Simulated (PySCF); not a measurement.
# One molecule, several mistakes: Al2BH4O cation

All numbers below are calculated, not measured. They come from PySCF 2.14.0, an open-source quantum chemistry program, on an isolated molecule that a program drew, which may never have been made. The molecule is Al2BH4O cation (charge +1, singlet), drawn as the SMILES string `[BH2][Al+][AlH][OH]`.

Each row is a Hartree-Fock (HF) and frozen-core CCSD(T) single point in the cc-pV(D+d)Z basis, meant for a local HF minimum. Run 1 is clean. Each other run has one planted mistake out of seven kinds, and not every kind appears here: one electron removed, one electron added, multiplicity raised by two, geometry at a saddle point, minimal basis STO-3G, one bond length entered in bohr, all coordinates scaled. The reference is restricted for singlets and unrestricted otherwise, and also for a bond in bohr. Adding or removing an electron swaps singlet and doublet. Electrons count all cores. HOMO and LUMO are orbital energies over both spins, the gradient is its largest component, and the lowest frequency (negative if imaginary) is given only where the gradient is small. Bond lengths are over the 7 bonds as drawn. T1 is the CCSD diagnostic: over 0.02 (restricted) or 0.045 (unrestricted) a single reference is doubtful.

Geometry of the clean run:
```xyz
8
Al2BH4O cation, angstrom
B    -2.1077    1.5169    3.2516
Al   -2.0362    2.0640    1.1500
Al   -2.0740    2.5758   -1.4554
O    -3.0799    1.3622   -1.9935
H    -1.2982    0.7581    3.6908
H    -2.9556    1.9797    3.9521
H    -1.3160    3.7318   -2.1704
H    -3.4291    1.0824   -2.8260
```

```
run  electrons  basis functions  <S^2>  HOMO (eV)  LUMO (eV)  gradient (hartree/bohr)  lowest frequency (cm^-1)  mean bond (Å)  longest bond (Å)      T1  HF (hartree)  CCSD(T) (hartree)               mistake
  1         42               94  0.000     -14.17      -4.80                  2.2e-05                        32         1.6260             2.655  0.0157    -585.49371         -585.91054              no fault
  2         42               32  0.000     -11.60       0.76                  6.5e-02                         -         1.6260             2.655  0.0196    -578.40978         -578.57434  minimal basis STO-3G
  3         41               94  0.829     -21.28     -12.43                  6.0e-02                         -         1.6260             2.655  0.0275    -585.00533         -585.40080  one electron removed
  4         43               94  0.765      -5.92       0.26                  3.1e-02                         -         1.6260             2.655  0.0233    -585.68994         -586.12993                     ?
  5         42               94  2.030     -12.28      -6.27                  2.4e-02                         -         1.6260             2.655  0.0303    -585.41731         -585.83399                     ?
```

**Which mistake was planted in run 4, and what did it cost?**

It counts 43 electrons, one more than the clean run, at the same geometry and basis. So the mistake is: one electron added. Subtracting run 1 and multiplying by 627.51 kcal/mol a hartree, the energy moved by -123.1 kcal/mol in HF and -137.7 kcal/mol in CCSD(T).

**Which mistake was planted in run 5, and what did it cost?**

Electrons, basis and geometry are unchanged, and <S^2> is 2.030, beside S(S+1) = 2.00 for a multiplicity of 3. So the mistake is: multiplicity raised by two. Subtracting run 1 and multiplying by 627.51 kcal/mol a hartree, the energy moved by 47.9 kcal/mol in HF and 48.0 kcal/mol in CCSD(T).

